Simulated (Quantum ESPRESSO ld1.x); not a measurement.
Task: All-electron atom: Zr3+ in [Kr] 6d1 (not the ground configuration). All-electron calculation, scalar-relativistic Kohn-Sham, LDA (Slater exchange, VWN5 correlation), spin-unpolarised, spherical densities, point nucleus. Program: ld1.x of Quantum ESPRESSO 7.5. Some entries of the table are withheld. Estimate them.

orbital  occ.  eigenvalue (Ry)  <r> (bohr)  r(max) (bohr)
1s          2       -1311.0314     0.03711            (1)
2s          2        -184.1499      0.1628            (2)
2p          6        -164.6527      0.1418          0.110
3s          2              (3)         (4)          0.408
3p          6              (5)      0.4626          0.401
3d         10         -15.6752         (6)          0.347
4s          2          -6.6983       1.189           1.07
4p          6          -5.0293       1.317           1.16
6d          1          -0.6660       7.415           7.75

Result: 
(1) 1s r(max) (bohr): 0.024
(2) 2s r(max) (bohr): 0.137
(3) 3s eigenvalue (Ry): -32.4813
(4) 3s <r> (bohr): 0.4592
(5) 3p eigenvalue (Ry): -26.1307
(6) 3d <r> (bohr): 0.4523
